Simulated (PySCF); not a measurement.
Si(H)(Me)2(Et), C4H12Si, SMILES C[SiH](CC)C at its GFN2-xTB optimised geometry (Å):

```
17

Si    -0.2922     0.2826     0.0000
C      1.6116     0.2826     0.0000
C     -0.9253     2.0766     0.0000
C     -0.9478    -0.6165     1.5525
C     -0.5381    -2.0835     1.6177
H     -0.7825    -0.4116    -1.2066
H      2.0100     0.7548     0.8942
H      2.0087    -0.7270    -0.0422
H      2.0037     0.8226    -0.8566
H     -0.5882     2.6208     0.8776
H     -2.0100     2.1145    -0.0117
H     -0.5699     2.6137    -0.8737
H     -0.5931    -0.1123     2.4538
H     -2.0372    -0.5548     1.5779
H      0.5447    -2.1788     1.6487
H     -0.8995    -2.6208     0.7439
H     -0.9461    -2.5647     2.5055
```

Calculation: B3LYP/def2-SVP run with PySCF. Cells within 0.4 Å of a nucleus heavier than hydrogen are left out (blank, or x).

Map of the log10 of the electron density (e/bohr³), floored at −4 on the plane z = 0.0 Å:

```
|00000000000000000000000000000|
|00000000000000000000000000000|
|00000000001111100000000000000|
|00000000122232210000000000000|
|00000012233444321000000000000|
|00000123445665432100000000000|
|00000235667777643100000000000|
|00001346788887653211100000000|
|00001356888xx8653322221000000|
|00001346788xx8654444432100000|
|00000245677887765556553210000|
|00000124456777766677764320000|
|00000023456679877888865320000|
|0000001234569xx788xx875321000|
|0000001234568x9778xx875320000|
|00000012345677767788875320000|
|00000012345666656678875320000|
|00000012234555544567764310000|
|00000001233444433455553210000|
|00000000233444332334432100000|
|00000000234554332222211000000|
|00000000234555432110000000000|
|00000000234554321100000000000|
|00000000123444321000000000000|
|00000000012332210000000000000|
|00000000001111100000000000000|
|00000000000000000000000000000|
|00000000000000000000000000000|
|00000000000000000000000000000|
```
Scale: ten equal steps from -4.00 (start of '0') to -0.078 (end of '9'), in the order '0123456789'; x runs from -5.00 to 5.00, y from -5.00 (bottom) to 5.00 (top).
